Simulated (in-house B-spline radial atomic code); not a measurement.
Spin-orbit splittings of orbital energies (j = l + 1/2 less j = l - 1/2) and ratios of mean radii (lower j over upper j) along the 22-electron series, configuration [Ar] 3d4. Computed with an all-electron radial atomic-structure program (B-spline basis): Dirac-Hartree-Fock, average of the configuration, finite nuclei.

```json
{"ion": "V+", "Z": "23", "splitting of 3p (eV)": "0.87787", "radius ratio of 3p": "0.99204", "splitting of 3d (eV)": "0.053819", "radius ratio of 3d": "0.99616", "splitting of 2p (eV)": "7.254", "radius ratio of 2p": "0.9902"}
{"ion": "Cr2+", "Z": "24", "splitting of 3p (eV)": "1.1067", "radius ratio of 3p": "0.99166", "splitting of 3d (eV)": "0.08841", "radius ratio of 3d": "0.99682", "splitting of 2p (eV)": "8.8127", "radius ratio of 2p": "0.98933"}
{"ion": "Mn3+", "Z": "25", "splitting of 3p (eV)": "1.3897", "radius ratio of 3p": "0.9913", "splitting of 3d (eV)": "0.13303", "radius ratio of 3d": "0.99701", "splitting of 2p (eV)": "10.612", "radius ratio of 2p": "0.98843"}
{"ion": "Fe4+", "Z": "26", "splitting of 3p (eV)": "1.7312", "radius ratio of 3p": "0.9909", "splitting of 3d (eV)": "0.18885", "radius ratio of 3d": "0.99704", "splitting of 2p (eV)": "12.677", "radius ratio of 2p": "0.98748"}
{"ion": "Co5+", "Z": "27", "splitting of 3p (eV)": "2.1369", "radius ratio of 3p": "0.99047", "splitting of 3d (eV)": "0.25755", "radius ratio of 3d": "0.99698", "splitting of 2p (eV)": "15.035", "radius ratio of 2p": "0.9865"}
{"ion": "Ni6+", "Z": "28", "splitting of 3p (eV)": "2.6133", "radius ratio of 3p": "0.98999", "splitting of 3d (eV)": "0.34094", "radius ratio of 3d": "0.99687", "splitting of 2p (eV)": "17.714", "radius ratio of 2p": "0.98548"}
```

(1) With what power of Z does the column «splitting of 3p (eV)» change over this range?

Results:

(1) A fit of the logarithm of its size against log Z from Z = 23 to 28 has slope 5.56. An unscreened hydrogenic electron would give 4 at low Z; screening makes the apparent power larger near the neutral end, and relativity raises it again at high Z.
